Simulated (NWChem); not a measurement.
Species: C₂H₆B, doublet; SMILES C[B]C

```xyz
9

C     -1.4036     0.0082    -0.0990
B      0.0000     0.0000     0.5600
C      1.4036    -0.0082    -0.0990
H     -1.6787    -1.0631    -0.1812
H     -2.1952     0.4804     0.5014
H     -1.4205     0.4174    -1.1260
H      1.4205    -0.4174    -1.1260
H      2.1952    -0.4804     0.5014
H      1.6787     1.0631    -0.1812
```
Atoms are numbered in this order, from 1.

Computed with NWChem. Spin-unrestricted. Medium grid unless said otherwise, to which SCAN and Minnesota functionals are sensitive. In the optimisation the excess spin sits in a (C2, its own frame). All runs use the structure optimised with PBE0/def2-SVP, spin-unrestricted. No stability test was run on the SCF state.

For level MN15-L/def2-SVP:

- highest occupied level (eV): -3.82
- lowest empty minus highest occupied level, either spin (eV): 2.56

How do the values read with level B3LYP/def2-SVP instead?

highest occupied level (eV): -4.59
lowest empty minus highest occupied level, either spin (eV): 3.73
